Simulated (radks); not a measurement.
The numbers below are computed, except where a source is named.
Q: Ho3+, 64 electrons, occupied as [Xe] 4f9 6p1 (not the ground configuration). Level of theory: Dirac Kohn-Sham, LDA (Slater exchange, Perdew-Wang correlation), spin-unpolarised, spherical densities, finite nucleus; open shells are shared between the two j in proportion to 2j + 1; Fermi nuclear charge, rms radius 5.2022 fm (a radial shooting solver on a logarithmic mesh with Libxc functionals). Some entries of the table are withheld. Estimate them.

orbital,occ.,eigenvalue (Ry),<1/r> (bohr^-1),<r^2> (bohr^2)
1s1/2,2,-4073.156,75.97,(1)
2s1/2,2,-683.8808,18.24,0.009123
2p1/2,2,-651.3747,18.22,(2)
2p3/2,4,-588.4750,15.88,(3)
3s1/2,2,-155.4479,(4),0.06043
3p1/2,2,(5),6.585,0.05597
3p3/2,4,(6),5.988,0.06288
3d3/2,4,-103.4473,(7),0.04967
3d5/2,6,-100.5769,(8),0.05159
4s1/2,2,-33.40575,2.799,0.3031
4p1/2,2,-27.73038,2.694,0.3164
4p3/2,4,-24.74843,2.487,0.3542
4d3/2,4,-15.36851,2.272,0.3984
4d5/2,6,-14.82322,2.221,0.4130
5s1/2,2,(9),1.093,1.688
5p1/2,2,-4.88212,0.9808,2.060
5p3/2,4,-4.43702,0.9111,2.330
4f5/2,3.85714,-3.51605,1.730,0.6952
4f7/2,5.14286,-3.43370,1.710,0.7141
6p1/2,0.333333,-1.56973,0.3911,11.97
6p3/2,0.666667,-1.49155,0.3726,13.10

A: 
(1) 1s1/2 <r^2> (bohr^2): 0.0005891
(2) 2p1/2 <r^2> (bohr^2): 0.006587
(3) 2p3/2 <r^2> (bohr^2): 0.007810
(4) 3s1/2 <1/r> (bohr^-1): 6.665
(5) 3p1/2 eigenvalue (Ry): -141.1747
(6) 3p3/2 eigenvalue (Ry): -128.0454
(7) 3d3/2 <1/r> (bohr^-1): 5.873
(8) 3d5/2 <1/r> (bohr^-1): 5.727
(9) 5s1/2 eigenvalue (Ry): -6.52361
